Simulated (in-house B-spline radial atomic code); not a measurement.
Ru VIII (Ru7+): [Kr] 6p1 (an excited or competing configuration)

Method: Dirac-Hartree-Fock, average of configuration, Fermi nucleus of rms radius 4.4809 fm. Calculated with an all-electron radial atomic-structure program (B-spline basis).

Screening seen three ways: the hydrogenic charge with the same mean radius, Z_r = [3n² - l(l+1)]/(2<r>), the one with the same energy, Z_e = n√(-2ε), and Slater's rules. Values are occupation-weighted means over j. An effective charge above Z reflects the relativistic contraction of the inner shells.

```tsv
shell	electrons	ε (eV)	<r> (bohr)	Z_r	Z_e	Slater
1s	2	-22379	0.03343	44.87	40.56	43.70
2s	2	-3408.4	0.145	41.37	31.66	39.85
2p	6	-3061.2	0.1268	39.42	30.00	39.85
3s	2	-739.13	0.3992	33.82	22.11	32.75
3p	6	-621.64	0.3995	31.29	20.28	32.75
3d	10	-431.69	0.3817	27.51	16.90	22.85
4s	2	-210.24	0.9703	24.74	15.72	16.25
4p	6	-170.95	1.038	22.16	14.18	16.25
6p	1	-42.654	3.764	14.08	10.62	8.00
```

The least bound orbital is 6p3/2 at -42.5 eV, and it is also the most diffuse (<r> = 3.778 bohr).

Spin-orbit splittings of the orbital energies (j = l + 1/2 above j = l - 1/2 when positive): 2p 131.7 eV, 3p 23.23 eV, 3d 4.469 eV, 4p 4.208 eV, 6p 0.4524 eV.

For the 1s electron the small component carries 2.58 % of the norm, the zero-frequency Breit interaction raises the level by 44.99 eV, self-energy by 24.78 eV, and vacuum polarisation lowers it by 2.96 eV.
